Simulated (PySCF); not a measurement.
Computed structure and properties of Eu(OH)2

System: Eu(OH)2 (singlet in the valence; each metal's 4f electrons, 7 of them, lie in its core potential, out of spins and levels); start: displaced along the imaginary mode (C2v). Method: PySCF 2.14.0, RKS PBE0, Eu lcecp-0-SVP with ECP53, O def2-SVP, H def2-SVP; non-relativistic Hamiltonian with scalar-relativistic core potentials where named; density fitting; no spin-orbit coupling.

Input of the relaxation:

```python
mol = gto.M(atom='''
Eu     0.00175     0.02991    -0.00217
O     -0.00746     0.03168     2.19836
H     -0.01459    -0.02046     3.16394
O     -0.00746    -0.28628    -2.17987
H     -0.01459    -0.47738    -3.12778''',
    basis={'Eu': 'lcecp-0-SVP', 'O': 'def2-SVP', 'H': 'def2-SVP'},
    ecp={'Eu': 'lcecp-0-SVP'},
    charge=0, spin=0)
mf = dft.RKS(mol, xc='PBE0')
mf.grids.atom_grid = (50, 194)  # f atoms: unpruned, at least (60, 302)
mf = mf.density_fit()  # fitting sets: Eu AutoAux, O def2-universal-JKFIT, H def2-universal-JKFIT
mf.conv_tol = 1e-08; mf.max_cycle = 55
mf.kernel(dm0)  # dm0: converged density of the start geometry
# quasi-Newton relaxation in Cartesian coordinates to a largest gradient under 0.00045 Eh/bohr, steps kept in the point group
```

Run from Python with OMP_NUM_THREADS=2; the lines above give its settings. Where DIIS fails, smearing, a level shift and second-order steps follow.
It took 78 s on 2 threads of Intel(R) Xeon(R) Processor @ 2.70GHz, with other jobs on the host, from the converged density of the start.

Course of the relaxation:

```json
{"step": "0", "energy above end (eV)": "0.1090", "largest force component within the symmetry (eV/Å)": "0.423"}
{"step": "1", "energy above end (eV)": "0.1040", "largest force component within the symmetry (eV/Å)": "0.114"}
{"step": "2", "energy above end (eV)": "0.1020", "largest force component within the symmetry (eV/Å)": "0.109"}
{"step": "3", "energy above end (eV)": "0.0759", "largest force component within the symmetry (eV/Å)": "0.221"}
{"step": "4", "energy above end (eV)": "0.0396", "largest force component within the symmetry (eV/Å)": "0.441"}
{"step": "5", "energy above end (eV)": "0.0323", "largest force component within the symmetry (eV/Å)": "0.538"}
{"step": "6", "energy above end (eV)": "0.0268", "largest force component within the symmetry (eV/Å)": "0.191"}
{"step": "7", "energy above end (eV)": "0.0208", "largest force component within the symmetry (eV/Å)": "0.163"}
{"step": "10", "energy above end (eV)": "0.0013", "largest force component within the symmetry (eV/Å)": "0.100"}
{"step": "11", "energy above end (eV)": "0.0007", "largest force component within the symmetry (eV/Å)": "0.104"}
{"step": "12", "energy above end (eV)": "0.0004", "largest force component within the symmetry (eV/Å)": "0.044"}
{"step": "13", "energy above end (eV)": "0.0002", "largest force component within the symmetry (eV/Å)": "0.017"}
{"step": "14", "energy above end (eV)": "0.0001", "largest force component within the symmetry (eV/Å)": "0.016"}
{"step": "15", "energy above end (eV)": "0.0000", "largest force component within the symmetry (eV/Å)": "0.018"}
```
(The steps between are left out.)

Relaxed geometry (C2v):

```xyz
5

Eu    0.0452    0.7710   -0.0560
O    -0.0055    0.0502    1.9873
H    -0.0383   -0.4531    2.8022
O    -0.0055   -0.2374   -1.9737
H    -0.0383   -0.8532   -2.7073
```

| contact | Å |
| --- | --- |
| Eu1–O2 (OH) | 2.167 |
| Eu1–O4 (OH) | 2.167 |

On the finer grid (75, 302):

- HOMO: not given (4f levels lie in the core)
- LUMO: not given (4f levels lie in the core)
- Dipole about the centre of mass: 3.27 D
- Set of Mulliken populations of Eu1 outside the core potential: s 2.10, p 6.17, d 0.83, f 0.04
- D3(BJ) dispersion energy (not in the energies): -0.049 eV

```csv
atom,Mulliken (e),Löwdin (e),spin (e)
Eu1,0.87,0.74,0.00
O2,-0.59,-0.42,0.00
H3,0.16,0.05,0.00
O4,-0.59,-0.42,0.00
H5,0.16,0.05,0.00
```

The 4f levels lie in the core potential and are missing. Their spin isn't counted.

A rough frequency check found all modes real, so this is a minimum.

Taking off one OH (charge -1, singlet; the rest: singlet) in vacuum, both parts rigid, costs 9.73 eV; the small basis without counterpoise inflates it. Most of it is the attraction of opposite charges; other ways to part are cheaper, and one spin state was tried for the rest.

Rigid scan of OH along the line from its metal:

(distance to O2 (Å), energy (eV)): (1.87, 1.059), (1.97, 0.407), (2.07, 0.088), (2.17, 0.000), (2.27, 0.066), (2.37, 0.232), (2.57, 0.726), (2.87, 1.589), (3.27, 2.654), (3.77, 3.671)

One start shape was tried, so this needn't be the lowest isomer.

An lcecp potential fixes the number of 4f electrons, so in runs with it no electron can move into or out of that shell.
